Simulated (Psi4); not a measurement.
hydrogen sulfide (H₂S), singlet, at a GFN2-xTB geometry; Psi4 1.11 with CCSD(T)/def2-TZVPP.

Here is a job for Psi4.
```
memory 2 GB

molecule mol {
0 1
  S    -0.000355   -0.002092    0.102048
  H    -0.037057    0.973151   -0.796918
  H     0.042741   -0.939686   -0.835845
}

set basis def2-tzvpp
set reference rhf
set freeze_core true

energy('ccsd(t)')
print_variables()
```

The log (banner, timings and long lists left out):

```
   => Loading Basis Set <=

    Name: DEF2-TZVPP
    Role: ORBITAL
    Keyword: BASIS

         ---------------------------------------------------------
                                   SCF
               by Justin Turney, Rob Parrish, Andy Simmonett
                          and Daniel G. A. Smith
                              RHF Reference
         ---------------------------------------------------------

  ==> Geometry <==

    Molecular point group: cs
    Full point group: Cs

    Geometry (in Angstrom), charge = 0, multiplicity = 1:

       Center              X                  Y                   Z               Mass
    ------------   -----------------  -----------------  -----------------  -----------------
         S            0.001107539507    -0.054468195309     0.000000000000    31.972071174400
         H           -0.974818067843     0.844506233652     0.000000000000     1.007825032230
         H            0.939682671503     0.883433598643     0.000000000000     1.007825032230

  Running in cs symmetry.

  Rotational constants: A =     10.53546  B =      9.12327  C =      4.88932 [cm^-1]
  Rotational constants: A = 315845.00964  B = 273508.90140  C = 146578.17651 [MHz]
  Nuclear repulsion =   13.038463524949270

  Charge       = 0
  Multiplicity = 1
  Electrons    = 18
  Nalpha       = 9
  Nbeta        = 9

  ==> Algorithm <==

  SCF Algorithm Type is PK.
  DIIS enabled.
  MOM disabled.
  Fractional occupation disabled.
  Guess Type is SAD.
  Energy threshold   = 1.00e-08
  Density threshold  = 1.00e-08
  Integral threshold = 1.00e-12

  ==> Primary Basis <==

  Basis Set: DEF2-TZVPP
    Blend: DEF2-TZVPP
    Number of shells: 26
    Number of basis functions: 70
    Number of Cartesian functions: 78
    Spherical Harmonics?: true
    Max angular momentum: 3

  ==> Integral Setup <==

  Using in-core PK algorithm.
   Calculation information:
      Number of atoms:                   3
      Number of AO shells:              26
      Number of primitives:             43
      Number of atomic orbitals:        78
      Number of basis functions:        70

      Integral cutoff                 1.00e-12
      Number of threads:                 1

  Performing in-core PK
  Using 6177710 doubles for integral storage.
  We computed 61776 shell quartets total.
  Whereas there are 61776 unique shell quartets.

  ==> DiskJK: Disk-Based J/K Matrices <==

    J tasked:                  Yes
    K tasked:                  Yes
[...]
  @RHF Final Energy:  -398.70786010903640
    Total Energy =                       -398.7078601090364032
[...]
              2   5        -0.0047588674

    Largest TIjAb Amplitudes:
      2   2   5   5        -0.0475021177
      2   2   1   1        -0.0458105866
      3   3  42  42        -0.0455054267
      3   3  43  43        -0.0446924696
      1   1   1   1        -0.0371813135
      3   3  41  41        -0.0351318791
      2   2  43  43        -0.0329329689
      3   3   3   3        -0.0298795931
      2   3   1  42        -0.0287741558
      3   2  42   1        -0.0287741558

    SCF energy       (wfn)                    = -398.707860109036403
    Reference energy (file100)                = -398.707860109036346

    Opposite-spin MP2 correlation energy      =   -0.151715427988903
    Same-spin MP2 correlation energy          =   -0.039272219834209
    Singles MP2 correlation energy            =   -0.000000000000000
    MP2 correlation energy                    =   -0.190987647823112
      * MP2 total energy                      = -398.898847756859482

    Opposite-spin CCSD correlation energy     =   -0.176455402968201
    Same-spin CCSD correlation energy         =   -0.038755684226365
    Singles CCSD correlation energy           =    0.000000000000000
    CCSD correlation energy                   =   -0.215211087194566
      * CCSD total energy                     = -398.923071196230921

            **************************
            *                        *
            *        CCTRIPLES       *
            *                        *
            **************************

    Wave function   =    CCSD_T
    Reference wfn   =      RHF

    Nuclear Rep. energy (wfn)                =   13.038463524949270
    SCF energy          (wfn)                = -398.707860109036403
    Reference energy    (file100)            = -398.707860109036346
    CCSD energy         (file100)            =   -0.215211087194566
    Total CCSD energy   (file100)            = -398.923071196230921

    Number of ijk index combinations:               20
    Approx. words needed per explicit thread:          275684
    Number of threads for explicit ijk threading:    1

    MKL num_threads set to 1 for explicit threading.

    (T) energy                                =   -0.007955952206638
      * CCSD(T) total energy                  = -398.931027148437522

  Variable Map:
  ----------------------------------------------------------------------------
[...]
  Array Variable Map:
  ----------------------------------------------------------------------------
[...]
[...]
```
